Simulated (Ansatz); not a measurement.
Reaction (germylene formation by 1,1-elimination): `[OH][GeH]([GeH3])[GeH3]` → digermane + `[OH][GeH]`

Isolated molecules relaxed with PBE0-D4/def2-TZVP in Ansatz; ΔE leaves out vibrations. CBS: MP2 limit from def2 TZ/QZ plus the TZ coupled-cluster correction, frozen cores. Functionals use def2-TZVPP. B3LYP here is the variant with VWN-RPA as its local correlation; programs differ in this. HSE06 is defined as in plane-wave codes. For Ge outer-core shells are correlated without core-valence functions, which leaves a few kJ/mol of doubt a bond. Scalar relativity is left out up to krypton. One conformer a species, not always the lowest.

```tsv
level	ΔE (kJ/mol)	difference from CCSD(T)/CBS
LDA (SPW92)	151.0	22.9
PBE-D4	124.7	-3.4
revPBE-D4	116.9	-11.2
BLYP-D4	100.0	-28.1
r2SCAN-D4	137.0	8.9
B97M-V	125.4	-2.7
PBE0-D4	138.4	10.3
B3LYP-D4	114.4	-13.7
r2SCANh-D4	140.0	11.9
r2SCAN0-D4	144.2	16.1
HSE06-D4	138.5	10.4
BHLYP-D4	130.0	1.9
CAM-B3LYP-D4	120.9	-7.2
ωB97X-V	131.8	3.7
ωB97M-V	118.7	-9.4
B2PLYP	115.9	-12.2
PBE-QIDH	146.8	18.7
PBE	115.2	-12.9
revPBE	99.7	-28.4
BLYP	81.5	-46.6
r2SCAN	134.4	6.3
B3LYP	99.1	-29.0
r2SCANh	137.0	8.9
r2SCAN0	140.9	12.8
HSE06	130.0	1.9
BHLYP	114.7	-13.4
CAM-B3LYP	111.5	-16.6
LC-ωPBE	138.1	10.0
MP2/def2-SVP	131.4	3.3
CCSD/def2-SVP	115.1	-13.0
CCSD(T)/def2-SVP	116.2	-11.9
HF/def2-TZVPP	108.0	-20.1
SCS-MP2/def2-TZVPP	131.9	3.8
CCSD/def2-TZVPP	131.6	3.5
HF/def2-QZVPP	105.8	-22.3
MP2/def2-QZVPP	141.7	13.6
SCS-MP2/def2-QZVPP	128.4	0.3
HF/CBS(def2)	105.5	-22.6
MP2/CBS(def2)	139.9	11.8
CCSD/CBS(def2)	125.7	-2.4
CCSD(T)/CBS	128.1	0
```

Largest T1 diagnostic among the species: 0.016.

At CCSD(T), def2-SVP lies −11.9 kJ/mol from the extrapolated value and def2-TZVPP +6.0 kJ/mol. In def2-TZVPP, CCSD(T) changes the Hartree–Fock value by +26.1 kJ/mol (the triples alone add +2.5 kJ/mol) and MP2 by +37.8 kJ/mol.
